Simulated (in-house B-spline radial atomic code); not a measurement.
Ionising Re⁵⁸⁺ with different functionals

Computed with a B-spline radial code for spherical atoms: scalar-relativistic (spin-free X2C) Hamiltonian, Fermi nucleus of rms radius 5.3698 fm, spin-polarised at highest spin, spherical fractional occupations for the functionals. The ionisation energy is the difference of two self-consistent energies, [Ne] 3s2 3p5 → [Ne] 3s2 3p4, without Breit or QED terms; ε is the level of the shell that loses the electron (its least bound occupied spin orbital). There is no spin-orbit coupling in this Hamiltonian.

Hybrids are left out here: with spherical fractional occupations of an open shell their exact exchange keeps a self-interaction that integer-occupation calculations don't have.

```csv
method,rung,ΔSCF (eV),-ε(3p) (eV)
LDA VWN5,LDA,?,?
LDA PW92,LDA,?,?
OLYP,GGA,6166.6,6106.3
TPSS,meta-GGA,6163.5,6102.9
SCAN,meta-GGA,6164.2,6105.1
```

(1) What does LDA VWN5 give?

(2) What does LDA PW92 give?

(3) How do they compare with the NIST value?

## Answers

(1) ΔSCF 6161.9 eV, and -ε(3p) = 6100.5 eV.

(2) ΔSCF 6161.9 eV, and -ε(3p) = 6100.4 eV.

(3) NIST lists 6042 eV ± 6 (tabulated theory, ground level to ground level). Errors run from +119.9 to +124.6 eV. The correlated functionals all miss on the same side by more than they spread, so the cause is common to them (spin-orbit coupling, Breit-QED terms, multiplet and fine-structure energies, or a listed next ion that isn't the cheapest removal here) and closeness doesn't rank the functionals.
